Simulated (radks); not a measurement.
Spherical quantum dot in the effective-mass picture: electrons in a hard-walled sphere of radius 1.71, with a point charge +1 (a donor) at the centre, all in effective atomic units (hartree* = m*/eps^2 hartree, bohr* = eps/m* bohr), one dielectric constant everywhere. Method: non-relativistic Kohn-Sham, LDA (Slater exchange, Perdew-Wang correlation), spin-polarised, spherical densities; computed with a radial shooting solver with Libxc functionals. Levels are named by radial order and angular momentum (1s, 1p, 1d, 2s, ...), and open shells are averaged over m. Results are scaled to m* = 0.025 and eps = 9.8, for which hartree* = 7.083 meV and bohr* = 20.74 nm.

N = 25, configuration 1s2 1p6 1d10 2s2 1f(up 5, down 0). This is the lowest configuration that the search found. Occupied and some empty levels:

level,occupation,eigenvalue (meV),<r> (nm)
1s up,1,144.28,21.28
1s down,1,145.11,21.14
1p up,3,152.74,23.39
1p down,3,153.70,23.34
1d up,5,165.26,24.63
1d down,5,166.28,24.61
2s up,1,178.38,15.76
2s down,1,178.80,15.83
1f up,5,181.57,25.55
1f down,0,182.63,25.54
1g up,0,201.39,26.28
1g down,0,202.48,26.27
2p up,0,204.00,18.49
2p down,0,204.52,18.49
2d up,0,230.84,20.18
2d down,0,231.46,20.17

Energy (meV): total 2423.65, kinetic 1008.3, external -177.38, Hartree 1761.0, exchange-correlation -168.19.

Electron density:

r (nm),n(r) (e/nm^3)
2.74,0.0003640
5.39,0.0002698
8.04,0.0001986
10.7,0.0001540
13.3,0.0001394
16.0,0.0001543
18.6,0.0001908
21.3,0.0002303
23.9,0.0002463
26.6,0.0002165
29.2,0.0001410
31.9,0.00005373
34.6,3.537e-06
